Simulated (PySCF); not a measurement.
**Spin-rotation constants: `[NH3]->[Al]([Cl])([Cl])[Cl]`, AlCl3H3N**

Geometry:
| atom | x (Å) | y (Å) | z (Å) |
| --- | --- | --- | --- |
| Al1 | -0.004 | 0.004 | -1.095 |
| N2 | 0.002 | -0.004 | 1.057 |
| H3 | -0.947 | 0.033 | 1.420 |
| H4 | 0.512 | 0.800 | 1.416 |
| H5 | 0.448 | -0.848 | 1.407 |
| Cl6 | 2.025 | -0.019 | -1.404 |
| Cl7 | -1.000 | 1.773 | -1.395 |
| Cl8 | -1.037 | -1.740 | -1.407 |

Computed, not measured: PySCF, GIAO KT1/def2-SVP magnetisability, rotational g tensor and spin-rotation constants, non-relativistic, gas phase. Geometry: GFN2-xTB.

(1) Give the nuclear spin-rotation constants along the inertial axes (H = +C I·J) beside the isotropic shieldings.

Results:

(1) Rotational constants 1.6272, 1.6243, 1.1627 GHz.
```
atom  isotope  Caa (kHz)  Cbb (kHz)  Ccc (kHz)  mean (kHz)  σ (ppm)
 Al1     27Al      0.741      0.739      0.688       0.723    473.6
  N2      14N      0.070      0.070      0.047       0.062    228.7
  H3       1H     -0.114     -0.113     -0.117      -0.115     30.1
  H4       1H     -0.113     -0.113     -0.118      -0.115     30.1
  H5       1H     -0.113     -0.113     -0.118      -0.115     30.1
 Cl6     35Cl      0.153      0.153      0.183       0.163    950.4
 Cl7     35Cl      0.153      0.153      0.183       0.163    950.5
 Cl8     35Cl      0.153      0.153      0.183       0.163    950.4
```
Where two moments of inertia are equal or nearly so, the constants along those axes are given as their average.
For the geometry as given, no vibrational averaging.
